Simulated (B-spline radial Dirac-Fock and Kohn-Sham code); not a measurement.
Z = 41 (niobium), transition energy 13.4 keV. Model: a Dirac-Hartree-Slater potential of the neutral atom with a Latter tail (no hole, which puts coefficients of high multipoles low close above an edge), finite nucleus with surface currents. Program: a radial finite-basis atomic code. The K shell is not open to conversion at this energy. Subshells that would emit electrons below 1 keV are left out.

Task: A pure transition shows α(L) = 4.33e+07, L1/L2 = 7.91 and L1/L3 = 0.0976. What is its multipolarity?
A. E2
B. E4
C. M3
D. M1
E. M4
F. E3
G. M2
H. E1

Result: E. For comparison, α(L), L1/L2, L1/L3 are E1 4.27, 2.33, 1.33; E2 2100, 0.00976, 0.00582; E3 470000, 0.00519, 0.00314; E4 5.04e+07, 0.0101, 0.00618; M1 8.50, 12.4, 39.6; M2 1700, 12.9, 2.06; M3 348000, 10.2, 0.262.

Values without a named source are computed, but for edge energies of neutral atoms, which are taken from tables.
